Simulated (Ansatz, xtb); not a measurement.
Two structures of C5H9ClGe

We compare I, a triplet given by its coordinates, with II, `CCCC#[C][GeH2][Cl]`, a singlet. Both are isolated molecules in the gas phase, relaxed with PBE-D3(BJ)/def2-SVP; the shapes shown needn't be the lowest conformers.

I (Å):

```xyz
16

C     0.1528    0.1604    0.4759
C    -0.0258    0.3460    1.9399
C    -1.3831   -0.1484    2.2855
C    -2.2508    0.1697    1.1004
C    -1.2835   -0.0188   -0.1177
Cl    1.1633   -2.2622   -1.7785
Ge    1.2658   -1.4951    0.2887
H     0.6947   -2.6106    1.2025
H     2.7574   -1.2040    0.6024
H     0.7493    0.9633   -0.0037
H     0.5637    1.0609    2.5371
H    -1.5388   -1.0796    2.8636
H    -3.1644   -0.4536    1.0344
H    -2.5811    1.2355    1.1308
H    -1.4232   -1.0222   -0.5709
H    -1.4725    0.7136   -0.9283
```

Close contacts (Å): C1–C2 1.49, C1–C5 1.56, C1–Ge7 2.00, C2–C3 1.49, C3–C4 1.50, C4–C5 1.57, Cl6–Ge7 2.21, C1–H10 1.11, C2–H11 1.10, C3–H12 1.11, C4–H13 1.11, C4–H14 1.12, C5–H15 1.11, C5–H16 1.11, Ge7–H8 1.55, Ge7–H9 1.55.

II (Å):

```xyz
16

C     0.4041   -3.0061    0.2790
C     1.1254   -2.3269    1.4424
C     1.6399   -0.9076    1.1051
C     0.5700    0.0001    0.7103
C    -0.3787    0.7084    0.3723
Cl   -3.3116    0.1072   -0.9708
Ge   -1.9225    1.6219   -0.2193
H     1.0710   -3.1147   -0.6019
H    -0.4806   -2.4185   -0.0415
H     0.0544   -4.0188    0.5620
H     1.9972   -2.9342    1.7661
H     0.4482   -2.2578    2.3200
H     2.1805   -0.4824    1.9789
H     2.3864   -0.9659    0.2809
H    -2.6279    2.3489    0.9482
H    -1.5972    2.5677   -1.3977
```

**Question.** Estimate which is lower in electronic energy at CCSD(T)/def2-SVP + ΔMP2/def2-TZVPP, and by roughly how much.

**Answer.** The CCSD(T)/def2-SVP + ΔMP2/def2-TZVPP calculation puts structure II lower, by 229.0 kJ/mol.

Level by level:

```
                             level             geometry  E(II) − E(I) (kJ/mol)  departure from the last row (kJ/mol)  job, with rough time for the two
               PBE-D3(BJ)/def2-SVP  PBE-D3(BJ)/def2-SVP                  −179.5                                 +49.5             optimisation, 4.4 min
                       HF/def2-SVP  PBE-D3(BJ)/def2-SVP                  −144.1                                 +84.9           part of the CCSD(T) run
                      MP2/def2-SVP  PBE-D3(BJ)/def2-SVP                  −240.3                                 −11.3           part of the CCSD(T) run
                  CCSD(T)/def2-SVP  PBE-D3(BJ)/def2-SVP                  −220.6                                  +8.3                      single point
CCSD(T)/def2-SVP + ΔMP2/def2-TZVPP  PBE-D3(BJ)/def2-SVP                  −229.0                                                     single point, 7 min
```

The levels shown agree on the order. The largest departure from CCSD(T)/def2-SVP + ΔMP2/def2-TZVPP is that of HF/def2-SVP, 84.9 kJ/mol. At CCSD(T)/def2-SVP + ΔMP2/def2-TZVPP a singlet with the links of I lies below this triplet. Levels run at GFN2-xTB geometries aren't shown. The last row adds to CCSD(T) the change of the MP2 difference between the two basis sets, here −8.3 kJ/mol.

With thermal terms from frequencies at re-optimised GFN2-xTB minima (ideal gas, soft modes damped towards free rotors, one conformer each, 298.15 K, 1 atm): on the last row, ΔE + ΔZPE = −214.7, ΔH = −214.8, ΔG = −212.7 kJ/mol.

Open shells are spin-unrestricted. The correlated steps freeze 19 core orbitals; the filled d shell of Ge is correlated, in a basis made for valence electrons. ΔG holds the spin degeneracy. Run with Ansatz 0.2.0, xtb 6.7.1; the last row on 4 threads of AMD EPYC 7R43 64-Core Processor (Zen 3) on a shared host.
